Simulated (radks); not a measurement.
Spherical quantum dot in the effective-mass picture: electrons in a parabolic well V = omega^2 r^2 / 2 with omega = 0.992, all in effective atomic units (hartree* = m*/eps^2 hartree, bohr* = eps/m* bohr), one dielectric constant everywhere. Calculated with a radial shooting solver with Libxc functionals: non-relativistic Kohn-Sham, LDA (Slater exchange, Perdew-Wang correlation), spin-polarised, spherical densities. Levels are named by radial order and angular momentum (1s, 1p, 1d, 2s, ...), and open shells are averaged over m. Results are scaled to m* = 0.281 and eps = 16.9, for which hartree* = 26.77 meV and bohr* = 3.183 nm.

N = 19, configuration 1s2 1p6 1d10 2s(up 1, down 0). This is the lowest configuration that the search found. Occupied and some empty levels:

level    occupation  eigenvalue (meV)  <r> (nm)
1s up             1            265.09     5.273
1s down           1            265.79     5.367
1p up             3            277.65     6.633
1p down           3            277.94     6.648
1d up             5            291.73     7.566
1d down           5            291.97     7.563
2s up             1            294.57     6.530
2s down           0            295.65     6.548
1f up             0            307.29     8.298
1f down           0            307.54     8.293
2p up             0            312.15     7.353
2p down           0            312.72     7.392
1g up             0            324.16     8.919
1g down           0            324.43     8.917

Energy (meV): total 3504.48, kinetic 434.10, external 1318.4, Hartree 1975.1, exchange-correlation -223.13.
